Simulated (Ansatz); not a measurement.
A made-up structure of SiH2Se, closed shell:

| atom | x (Å) | y (Å) | z (Å) |
| --- | --- | --- | --- |
| Si1 | -0.0834 | 0.0130 | -0.0341 |
| Se2 | 1.8139 | -0.2839 | 0.7430 |
| H3 | 3.1099 | 0.1195 | 1.4046 |
| H4 | -0.4483 | 1.0646 | -1.0172 |

It is relaxed with PBE-D4/def2-SVP and then PBE0-D4/def2-TZVP (Ansatz 0.2.0). Atoms count as bonded within 1.22 times the sum of their covalent radii (H–H: 0.88 Å). The end point is not checked to be a true minimum.

Question: Does its bonding change? (A judgement: the text doesn't fix the answer.)

Answer: The calculation gives: No: no bond forms or breaks.

Where it ends: The first stage lowers the energy by 1.73 eV in 10 steps. It ends as SiH₂Se ([SiH][SeH]):
```json
{"atom": "Si1", "x (Å)": "-0.1708", "y (Å)": "-0.1906", "z (Å)": "-0.1127"}
{"atom": "Se2", "x (Å)": "1.7277", "y (Å)": "-0.6374", "z (Å)": "1.0411"}
{"atom": "H3", "x (Å)": "2.5071", "y (Å)": "0.5782", "z (Å)": "0.7653"}
{"atom": "H4", "x (Å)": "0.3282", "y (Å)": "1.1631", "z (Å)": "-0.5975"}
```

Labels in which every atom is bracketed show which atoms are joined, not bond orders.

For scale, one of the runs: PBE0-D4/def2-TZVP relaxation, 97 basis functions, launched by `ansatz run in.yaml --threads 2 --pin off --events-out ev --progress --plain --max-ram 4352MiB`. Hardware: 2 CPU threads of an Arm Neoverse V2, shared host. Wall time about 8.5 s.
